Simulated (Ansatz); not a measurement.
Consider the substitution at a C–Ga bond: `[GaH2][CH2][GeH3]` + H₂S → `S[CH2][GeH3]` + `[GaH3]`.

Program: Ansatz. Geometries: PBE0-D4/def2-TZVP. ΔE: electronic, gas phase. CCSD(T)/CBS is the MP2 limit (def2-TZVPP, def2-QZVPP) plus CCSD(T) − MP2 in def2-TZVPP, frozen cores. This one scheme is used for every species. Functionals use def2-TZVPP. For Ga, Ge outer-core shells are correlated without core-valence functions, which leaves a few kJ/mol of doubt a bond. Scalar relativity is left out up to krypton. Each species was taken in one conformer, which may not be the lowest.

```json
{"level": "PBE-D4", "ΔE (kJ/mol)": "55.6"}
{"level": "B97M-V", "ΔE (kJ/mol)": "51.2"}
{"level": "CAM-B3LYP-D4", "ΔE (kJ/mol)": "56.5"}
{"level": "PBE", "ΔE (kJ/mol)": "55.3"}
{"level": "revPBE", "ΔE (kJ/mol)": "55.1"}
{"level": "r2SCAN0", "ΔE (kJ/mol)": "59.2"}
{"level": "CCSD/def2-TZVPP", "ΔE (kJ/mol)": "64.3"}
{"level": "CCSD/CBS(def2)", "ΔE (kJ/mol)": "64.6"}
```

(1) What does CCSD(T)/CBS give? (Best estimate.)

(2) What do rigid-rotor, harmonic-oscillator terms from PBE0-D4/def2-TZVP frequencies (298.15 K, 1 bar) make of the CCSD(T)/CBS value? (Estimate.)

Largest T1 diagnostic among the species: 0.013.

## Answers

(1) The calculation gave: +64.8 kJ/mol. The listed levels differ from it by -9.2, -13.6, -8.3, -9.5, -9.7, -5.6, -0.5, -0.2 kJ/mol.

(2) Ansatz gave: ΔZPE = +1.5 kJ/mol, ΔH = +64.2 kJ/mol, ΔS = -19 J/(mol·K), ΔG = +70.0 kJ/mol.

At CCSD(T), def2-SVP lies −5.0 kJ/mol from the extrapolated value and def2-TZVPP −0.3 kJ/mol. In def2-TZVPP, CCSD(T) changes the Hartree–Fock value by +10.8 kJ/mol (the triples alone add +0.2 kJ/mol) and MP2 by +12.5 kJ/mol.
